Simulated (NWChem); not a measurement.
System: BiCl$_{2}$ cation; SMILES [Cl][Bi+][Cl]

Results from NWChem. Medium grid unless said otherwise, to which SCAN and Minnesota functionals are sensitive. Structure relaxed at the PBE0/def2-SVP level. def2 effective core potentials on Bi; no spin-orbit coupling. Total energies of different functionals are on different scales.

```
level            energy (Ha)  highest occupied level (eV)  orbital gap (eV)
---------------  -----------  ---------------------------  ----------------
B3LYP/def2-SVP    -1134.6126                       -14.23              3.87
PBE/def2-SVP      -1134.1738                       -13.20              2.45
revPBE/def2-SVP   -1134.4305                       -13.16              2.47
MN15/def2-SVP     -1133.8155                       -15.24              5.41
MN15-L/def2-SVP   -1133.7370                       -13.74              3.03
BP86/def2-SVP     -1134.7605                       -13.31              2.42
TPSS/def2-SVP     -1134.4998                       -13.36        (withheld)
```

What belongs in the gaps?


- TPSS/def2-SVP, orbital gap (eV): 2.59
